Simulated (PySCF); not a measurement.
Tin: a sound run and one with changed settings

Sound run: Sn⁺ [Kr] 4d10 5s2 5p1, Sn²⁺ [Kr] 4d10 5s2. Computed with PySCF 2.14 in x2c-TZVPall, with scalar relativity by spin-free X2C-1e. In the sound run the correlated levels freeze [Kr] 4d10. The sound run starts from symmetry-adapted Hartree-Fock orbitals and uses a fine grid where one is needed.

Changed run: no relativity, point nucleus. This setting is unsound on purpose.

```
species  method  sound run (hartree)  changed run (hartree)  converged
    Sn⁺     UHF          -6173.49647            -5904.27398        yes
    Sn⁺    TPSS          -6175.92547            -5907.03741        yes
    Sn⁺     PBE          -6175.76734            -5906.96220        yes
    Sn⁺     MP2          -6173.52791            -5904.30655        yes
   Sn²⁺     UHF          -6172.99237            -5903.76760        yes
   Sn²⁺    TPSS          -6175.40471            -5906.51503        yes
   Sn²⁺     PBE          -6175.24526            -5906.43899        yes
   Sn²⁺     MP2          -6173.01686            -5903.79345        yes
```

Ionisation energy of Sn⁺:

```csv
method,sound run (eV),changed run (eV)
UHF,13.717,13.779
TPSS,14.170,14.215
PBE,14.207,14.237
MP2,13.906,13.962
SCS-MP2,13.893,13.949
```

Most of the change in total energy is the relativistic energy itself. On top of that the contraction fixes the core shape for the Hamiltonian it was made with, so the changed run is not a good calculation with the other Hamiltonian either.

For comparison, NIST gives 14.633 eV between the lowest levels.
